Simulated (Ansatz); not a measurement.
Relaxation of C$_{2}$H$_{9}$FN$_{2}$Si (15 atoms, charge 0, multiplicity 1), to a largest force component of 0.02 eV/Å in at most 50 steps.

Theory: RHF/STO-3G (Ansatz 0.2.0).

```xyz
15
Properties=species:S:1:pos:R:3
C 1.184 -1.159 1.094
N -0.088 -1.273 0.291
C -0.050 -0.532 -1.007
Si -0.377 1.311 -0.851
N -1.773 1.517 0.188
F 0.765 2.074 -0.129
H 2.042 -1.466 0.538
H 1.088 -1.694 1.989
H 1.300 -0.060 1.432
H -0.198 -2.263 0.111
H 0.944 -0.672 -1.459
H -0.748 -0.969 -1.642
H -0.792 1.974 -2.161
H -1.719 0.791 0.917
H -1.600 2.370 0.719
```

Where does it end, and by what steps?

It converged. Limits of this set-up: minimal basis. After 13 steps the energy has fallen by 0.743 eV; H15 moved furthest, 0.57 Å.

```json
{"step": "0", "energy less start (eV)": "0.0000", "largest force component (eV/Å)": "4.590", "accepted": "yes"}
{"step": "1", "energy less start (eV)": "-0.6417", "largest force component (eV/Å)": "1.171", "accepted": "yes"}
{"step": "2", "energy less start (eV)": "-0.6968", "largest force component (eV/Å)": "0.552", "accepted": "yes"}
{"step": "3", "energy less start (eV)": "-0.7177", "largest force component (eV/Å)": "0.290", "accepted": "yes"}
{"step": "4", "energy less start (eV)": "-0.6867", "largest force component (eV/Å)": "1.032", "accepted": "no"}
{"step": "5", "energy less start (eV)": "-0.7316", "largest force component (eV/Å)": "0.139", "accepted": "yes"}
{"step": "6", "energy less start (eV)": "-0.7356", "largest force component (eV/Å)": "0.097", "accepted": "yes"}
{"step": "7", "energy less start (eV)": "-0.7347", "largest force component (eV/Å)": "0.671", "accepted": "no"}
{"step": "8", "energy less start (eV)": "-0.7394", "largest force component (eV/Å)": "0.084", "accepted": "yes"}
{"step": "9", "energy less start (eV)": "-0.7413", "largest force component (eV/Å)": "0.103", "accepted": "yes"}
{"step": "10", "energy less start (eV)": "-0.7423", "largest force component (eV/Å)": "0.205", "accepted": "yes"}
{"step": "11", "energy less start (eV)": "-0.7431", "largest force component (eV/Å)": "0.072", "accepted": "yes"}
{"step": "12", "energy less start (eV)": "-0.7434", "largest force component (eV/Å)": "0.026", "accepted": "yes"}
{"step": "13", "energy less start (eV)": "-0.7435", "largest force component (eV/Å)": "0.012", "accepted": "yes"}
```

```xyz
15
Properties=species:S:1:pos:R:3
C 1.283 -1.115 1.012
N -0.039 -1.275 0.352
C -0.095 -0.553 -0.956
Si -0.341 1.284 -0.702
N -1.837 1.525 0.121
F 0.890 1.879 0.159
H 2.115 -1.469 0.398
H 1.284 -1.672 1.947
H 1.451 -0.062 1.235
H -0.146 -2.284 0.150
H 0.785 -0.754 -1.570
H -0.953 -0.937 -1.502
H -0.373 1.976 -1.945
H -1.989 0.924 0.932
H -2.055 2.482 0.399
```

Time of the run: 22 s on 1 thread of Arm Neoverse V2, on a shared host, peak memory 0.13 GiB.
